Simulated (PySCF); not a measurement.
Computed with PBE0-D3(BJ)/def2-TZVP // PBE0-D3(BJ)/def2-SVP (PySCF 2.14.0). Isolated molecules, 0 K electronic values unless said otherwise. One relaxed conformer stands for a flexible species; it need not be the lowest. Delta-SCF ions had no search for a lower state. Excitations are Tamm–Dancoff values on a coarser integration grid. The basis has no diffuse functions, so Rydberg states are missing or too high.

Reference species: [Ga(H)3(NH3)] (neutral, multiplicity 1).

| Item | Value |
|---|---|
| HOMO–LUMO gap | 7.20 eV |
| vertical ionisation energy (Delta-SCF) | 9.83 eV |
| T1 excitation (TDA) | 5.79 eV |

Changed species: [Ga(H)3(CH3OH)] (adduct with CH3OH; the reference has adduct with NH3).

### Question
Predict the effect on the HOMO–LUMO gap, vertical ionisation energy (Delta-SCF) and T1 excitation (TDA).

### Answer
the HOMO–LUMO gap rises by 0.12 eV, to 7.32 eV; the vertical ionisation energy (Delta-SCF) goes up by 0.11 eV, to 9.94 eV; the T1 excitation (TDA) drops by 0.11 eV, to 5.68 eV.
